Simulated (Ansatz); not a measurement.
Bond stretch in SLi (cation, charge +1), lowest singlet found (which spin is the ground state isn't settled by this scan).

- RKS-PBE = restricted PBE/aug-cc-pVDZ run with Ansatz (a quantum-chemistry and plane-wave program)
- RKS-CAM-B3LYP = restricted CAM-B3LYP/aug-cc-pVDZ (Ansatz)
- FCI = full CI/aug-cc-pVDZ, frozen core run with Ansatz

Energies relative to the lowest point of each curve between 2.02 and 3.13 Å, where full CI is lowest, in kcal/mol; the last columns give the error against full CI:

```csv
R / Å,RKS-PBE,RKS-CAM-B3LYP,FCI,RKS-PBE − FCI,RKS-CAM-B3LYP − FCI
1.67,64.9,63.2,70.0,-5.1,-6.8
1.83,32.5,31.1,35.9,-3.4,-4.8
1.92,21.2,20.0,23.8,-2.6,-3.8
2.02,12.5,11.5,14.5,-2.0,-2.9
2.14,6.0,5.3,7.3,-1.3,-2.0
2.22,3.3,2.8,4.2,-0.9,-1.5
2.26,2.3,1.9,3.1,-0.8,-1.2
2.33,1.1,0.8,1.6,-0.5,-0.8
2.40,0.4,0.2,0.7,-0.3,-0.5
2.51,0.0,0.0,0.0,0.0,0.0
2.65,0.4,0.6,0.2,0.3,0.5
2.78,1.4,1.7,0.9,0.4,0.8
2.96,3.1,3.6,2.5,0.6,1.1
3.13,4.8,5.4,4.2,0.7,1.2
3.39,7.4,8.1,6.7,0.7,1.4
3.75,10.4,11.1,9.5,0.9,1.5
4.12,12.7,13.3,11.7,1.0,1.6
4.60,14.7,15.2,13.5,1.2,1.7
5.08,16.0,16.3,14.6,1.4,1.7
5.88,17.1,17.3,15.6,1.4,1.7
6.73,17.7,17.9,16.2,1.5,1.7
7.98,18.1,18.3,16.6,1.5,1.7
```

RKS-PBE is furthest from FCI at 1.67 (-5.1 kcal/mol, below); its mean absolute error over the points is 1.3 kcal/mol.

RKS-CAM-B3LYP is furthest from FCI at 1.67 (-6.8 kcal/mol, below); its mean absolute error over the points is 1.9 kcal/mol.

The restricted form behind RKS-PBE, RKS-CAM-B3LYP keeps the bonding electrons paired and can't separate into open-shell fragments. Also computed but left out beside FCI, since their determinant holds another spin at the minimum (<S²> over 0.7 above the pure value): UHF, UMP2, UCCSD, UCCSD(T), UKS-PBE, UKS-CAM-B3LYP, UKS-B3LYP/6-31G*, UHF/6-31G*, UKS-M06-2X/6-31G*, UKS-B3LYP/6-311+G**.
